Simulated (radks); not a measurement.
Species: the gallium ion Ga2+. Configuration: [Ar] 3d9.5 4s1 4p0.5 (fractional occupations, a model configuration). All-electron calculation, scalar-relativistic Kohn-Sham, PBEsol, spin-polarised, spherical densities, point nucleus; open shells are filled with parallel spins first. Program: a radial shooting solver on a logarithmic mesh with Libxc functionals.

X-ray form factor f0, the Fourier transform of the density (f0(0) = 29):

| sin(theta)/lambda (1/angstrom) | f0 (electrons) |
|---|---|
| 0.05 | 28.644 |
| 0.1 | 27.664 |
| 0.15 | 26.268 |
| 0.2 | 24.665 |
| 0.25 | 22.996 |
| 0.3 | 21.338 |
| 0.4 | 18.186 |
| 0.5 | 15.376 |
| 0.6 | 13.005 |
| 0.8 | 9.642 |
| 1 | 7.729 |
| 1.25 | 6.439 |
| 1.5 | 5.618 |
| 2 | 4.249 |
